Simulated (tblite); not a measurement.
Isomers of C6H4NS (doublet state). All values are computed: GFN2-xTB (tblite) harmonic vibrations without scaling, gas phase. This tight-binding method is rough: wavenumbers can miss measured ones by several per cent, in bad cases by 10 to 20. One conformer each. Open shells enter through the occupations alone, without spin polarisation, and single modes of such species can be off by tens of per cent.

Electronic energies: GFN2-xTB at the same geometries; isomer energies are rough at this level and their order can be wrong.

```json
{"SMILES": "[H]/[C]=C\\C(=S)C#C/C=N/[H]", "electronic energy, lowest = 0 (kJ/mol)": "109.4"}
{"SMILES": "[H]/N=C/C#C[C@H]([S])C#C", "electronic energy, lowest = 0 (kJ/mol)": "38.9"}
{"SMILES": "[H]/N=C\\[C]=C/C(=S)C#C", "electronic energy, lowest = 0 (kJ/mol)": "43.1"}
{"SMILES": "[H]/N=C/C=[C]\\C(=S)C#C", "electronic energy, lowest = 0 (kJ/mol)": "0.0"}
```

How do GFN2-xTB zero-point energies change the relative energies?

```
                    SMILES  ZPE (kJ/mol)  of it from modes above 1550 cm⁻¹  electronic (kJ/mol)  with ZPE, lowest = 0 (kJ/mol)  lowest mode (cm⁻¹)  rings
    [H]/N=C/C=[C]\C(=S)C#C         197.0                             110.7                  0.0                            0.0                  54      0
  [H]/N=C/C#C[C@H]([S])C#C         196.7                             112.1                 38.9                           38.6                  21      0
    [H]/N=C\[C]=C/C(=S)C#C         195.2                             100.2                 43.1                           41.3                  40      0
[H]/[C]=C\C(=S)C#C/C=N/[H]         193.3                             107.6                109.4                          105.8                  40      0
```

The zero-point energies span 3.7 kJ/mol, from `[H]/[C]=C\C(=S)C#C/C=N/[H]` to `[H]/N=C/C=[C]\C(=S)C#C`. The order is unchanged.

What do entropy and thermal enthalpy add at 298.15 K and 1 bar (rigid rotor, harmonic oscillator, one conformer each)?

| SMILES | point group | symmetry number | S (J/(mol K)) | H − H(0) (kJ/mol) | ZPE + H − H(0) − TS (kJ/mol) |
| --- | --- | --- | --- | --- | --- |
| [H]/N=C/C=[C]\C(=S)C#C | C1 | 1 | 403.4 | 26.30 | 103.0 |
| [H]/N=C\[C]=C/C(=S)C#C | C1 | 1 | 408.7 | 26.55 | 99.8 |
| [H]/[C]=C\C(=S)C#C/C=N/[H] | C1 | 1 | 417.4 | 27.18 | 96.1 |

S holds R ln(2S + 1) for the spin.

Not tabulated: `[H]/N=C/C#C[C@H]([S])C#C` (lowest mode only 21 cm⁻¹).
